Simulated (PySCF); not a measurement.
A species of formula C5H8SSi has this rotational fingerprint, computed with CAM-B3LYP/def2-SVPD in PySCF (dipole) on a GFN2-xTB geometry, gas phase:

| Property | Result |
| --- | --- |
| Rotational constants | A = 4691, B = 958.3, C = 894.2 MHz |
| Dipole components | \|μa\| = 0.57 D, \|μb\| = 0.23 D, \|μc\| = 0.52 D |
| Inertial defect | -69.92 u·Å² |
| κ | -0.97 |

Question: Which candidate fits, each taken in the one conformer that was computed?
A. `[SiH3:1][CH2:2][c:3]1[cH:4][cH:5][s:6][cH:7]1` with Si1–C2–C3–C4 -78°
B. `[CH3:1][S:2][C:3]1=[CH:4][CH:5]=[CH:6][SiH2:7]1` with C1–S2–C3–C4 179°

Answer: A. It is [SiH3]Cc1ccsc1, a near-prolate asymmetric top, point group C1. The candidates at the same level (rigid rotor, commonest isotopes):

```tsv
SMILES	A (MHz)	B (MHz)	C (MHz)	μa (D)	μb (D)	μc (D)	Δ (u·Å²)	point group	rotor
[SiH3]Cc1ccsc1	4691	958.3	894.2	0.57	0.23	0.52	-69.92	C1	near-prolate asymmetric top
CSC1=CC=C[SiH2]1	3632	1321	986.1	0.00	1.29	0.04	-9.20	near Cs	asymmetric top
```

`CSC1=CC=C[SiH2]1` has B 38 % too high. No structure here is proved a minimum.
